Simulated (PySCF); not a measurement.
C2H6GeN2, SMILES [NH2][Ge@H]1[CH]=N[CH2]1. Atoms are numbered in the order given.

```xyz
11

N      1.9105     0.0061     0.8002
Ge     0.4108    -0.2099    -0.2374
C     -1.3068    -0.7120     0.6129
N     -1.9860     0.3005     0.2025
C     -1.0375     1.1719    -0.5259
H      2.7847     0.1559     0.2974
H      1.8416     0.6712     1.5693
H      0.8930    -1.0221    -1.4612
H     -1.7737    -1.5132     1.2056
H     -0.9152     2.1350    -0.0033
H     -1.3828     1.3836    -1.5515
```

Geometry optimised at TPSSh-D3(BJ)/def2-SVP. The structure was generated by enumeration; whether it is a known compound was not checked. Other conformers were not sampled.

Calculation: B3LYP/pcSseg-1 (PySCF).

GIAO shieldings, no solvent; atoms alike by connectivity are averaged. δ = σ(ref) − σ: ¹⁵N against NH3 (σ = 265.5 ppm); ⁷³Ge against GeH4 (σ = 1631.8 ppm); ¹³C against TMS (σ = 181.3 ppm); ¹H against TMS (σ = 31.68 ppm), references at their B3LYP-D3(BJ)/def2-TZVP geometries, non-relativistic.

```json
[
 {"atoms": "N4", "nucleus": "¹⁵N", "count": "1", "δ (ppm)": "?"},
 {"atoms": "N1", "nucleus": "¹⁵N", "count": "1", "δ (ppm)": "37.4"},
 {"atoms": "Ge2", "nucleus": "⁷³Ge", "count": "1", "δ (ppm)": "371.5"},
 {"atoms": "C3", "nucleus": "¹³C", "count": "1", "δ (ppm)": "199.3"},
 {"atoms": "C5", "nucleus": "¹³C", "count": "1", "δ (ppm)": "?"},
 {"atoms": "H9", "nucleus": "¹H", "count": "1", "δ (ppm)": "?"},
 {"atoms": "H8", "nucleus": "¹H", "count": "1", "δ (ppm)": "6.18"},
 {"atoms": "H10, H11", "nucleus": "¹H", "count": "2", "δ (ppm)": "4.67"},
 {"atoms": "H6, H7", "nucleus": "¹H", "count": "2", "δ (ppm)": "?"}
]
```

Q: Some entries are withheld; supply them. (An estimate is asked for; the answer gives what the named calculation found.)

A: 
- C5, δ (ppm): 77.4
- N4, δ (ppm): 512.1
- H9, δ (ppm): 8.58
- H6, H7, δ (ppm): 1.30
